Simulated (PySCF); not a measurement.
**Basis and Hamiltonian dependence of the electron affinity of Fe**

Fe⁻ [Ar] 3d7 4s2 (4F) → Fe [Ar] 3d6 4s2 (5D). All values are computed (PySCF 2.14, energy differences of UHF-based or UKS calculations, no spin-orbit coupling). Values in eV.

```csv
basis,Hamiltonian,functions,UHF,PBE0,MP2 (valence),CCSD(T) (valence),CCSD(T) (valence and next inner shell)
aug-cc-pVDZ-DK,spin-free X2C,59,-2.255,0.178,-0.427,-0.351,n/a
aug-cc-pVDZ,non-relativistic,59,-1.995,0.397,-0.209,-0.154,n/a
ANO-RCC-VTZP,spin-free X2C,59,-2.265,0.230,-0.273,-0.272,-0.189
def2-TZVPPD,non-relativistic,67,-2.445,0.234,-0.283,-0.345,-0.252
"x2c-TZVPPall with one added diffuse shell each of s, p, d, f type",spin-free X2C,80,-2.282,0.232,-0.272,-0.224,-0.126
aug-cc-pVTZ,non-relativistic,93,-2.007,0.452,-0.082,-0.026,n/a
aug-cc-pVTZ-DK,spin-free X2C,93,-2.267,0.232,-0.303,-0.226,n/a
def2-QZVPPD,non-relativistic,100,-2.190,0.383,-0.019,-0.052,n/a
dyall-av2z,non-relativistic,101,-2.004,0.456,-0.211,-0.124,n/a
aug-cc-pwCVTZ,non-relativistic,127,-2.008,0.452,-0.041,0.007,n/a
aug-cc-pwCVTZ-DK,spin-free X2C,127,-2.267,0.232,-0.262,n/a,n/a
"x2c-QZVPPall with one added diffuse shell each of s, p, d, f, g type",spin-free X2C,128,-2.264,0.238,-0.269,n/a,n/a
aug-cc-pwCVQZ,non-relativistic,185,-1.999,0.459,0.017,n/a,n/a
```

Extrapolation of MP2 (valence) from aug-cc-pwCVTZ and aug-cc-pwCVQZ: the correlation parts are 1.967 and 2.015 eV; with the X⁻³ form and unrounded values, (4³ × 2.015 − 3³ × 1.967)/(4³ − 3³) = 2.051 eV, and adding the Hartree-Fock value -1.999 eV of the larger basis gives 0.052 eV.

Frozen in the all-electron rows: valence: [Ar]; valence and next inner shell: [Ne].

At UHF, def2-TZVPPD lies more than 0.3 eV from the median of the rows with comparable relativity.

Non-relativistic rows lack the scalar-relativistic shift.

In most of these bases the highest occupied level of the anion is positive at UHF, PBE0, so the basis helps to hold the electron.

Between the lowest levels the reference is 0.153 eV (measured; photodetachment measurements, as compiled on the Wikipedia data page of electron affinities); it includes spin-orbit coupling, which these numbers lack.
